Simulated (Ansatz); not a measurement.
Basis sets compared for Te₂Se₃. Total charge 0; singlet. Geometry PBE-D4/def2-SVP. Ansatz on 4 threads of Intel Xeon on a shared host; times are rough, and most runs start from earlier orbitals.

```xyz
5

Se    1.966   -0.383   -0.548
Se   -0.113   -1.641   -1.267
Se   -1.124    1.749    0.187
Te    1.105    1.028    1.322
Te   -1.834   -0.752    0.306
```

In the def2 sets Te takes a core potential; there is no spin–orbit coupling. The structure comes from a short search, and lower isomers may exist.

Binding counts from free atoms (Se triplet, Te triplet) in the same basis, without a counterpoise term.

```
                         level  functions  energy (Eh)  HOMO (eV)  LUMO (eV)  binding per atom (eV)  wall time
               PBE-D4/def2-SVP        148   -7738.8606      -5.03      -3.43                   2.41      3.1 s
PBE-D4/def2-TZVP (with forces)        244   -7739.7718      -5.12      -3.51                   2.45      8.5 s
           r2SCAN-D4/def2-TZVP        244   -7741.0116      -5.33      -3.54                   2.23       16 s
              PBE0-D4/def2-SVP        148   -7739.1005      -6.04      -2.91                   2.15        7 s
             PBE0-D4/def2-TZVP        244   -7740.0121      -6.07      -2.92                   2.22       24 s
```

Q: Estimate the rows for PBE-D4/def2-TZVPD, r2SCAN-D4/def2-TZVPD, PBE0-D4/def2-TZVPD.

A: 
| level | functions | energy (Eh) | HOMO (eV) | LUMO (eV) | binding per atom (eV) | wall time |
| --- | --- | --- | --- | --- | --- | --- |
| PBE-D4/def2-TZVPD | 289 | -7739.7740 | -5.16 | -3.55 | 2.46 | 10 s |
| r2SCAN-D4/def2-TZVPD | 289 | -7741.0136 | -5.35 | -3.56 | 2.23 | 18 s |
| PBE0-D4/def2-TZVPD | 289 | -7740.0141 | -6.10 | -2.96 | 2.22 | 24 s |
